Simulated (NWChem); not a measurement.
Species: CH3Mg cation; SMILES [CH3][Mg+]

```xyz
5

Mg     0.0000     0.0000    -0.9494
C      0.0000     0.0000     1.1488
H      0.7405     0.7405     1.4581
H      0.2710    -1.0115     1.4581
H     -1.0115     0.2710     1.4581
```
Atoms are numbered in this order, from 1.

All runs use the structure optimised with B3LYP/6-31G* (spherical d).

Task: Give the principal values of the shielding tensors (ppm) of Mg1, C2 from Hartree-Fock/6-31G* (spherical d), GIAO (NWChem), with their diamagnetic and paramagnetic parts as GIAO splits them.

Result: 
| atom | σ11 | σ22 | σ33 | isotropic | diamagnetic | paramagnetic |
|---|---|---|---|---|---|---|
| Mg1 | 611.3 | 611.3 | 705.5 | 642.7 | 706.4 | -63.7 |
| C2 | 186.4 | 186.4 | 207.6 | 193.5 | 246.3 | -52.9 |
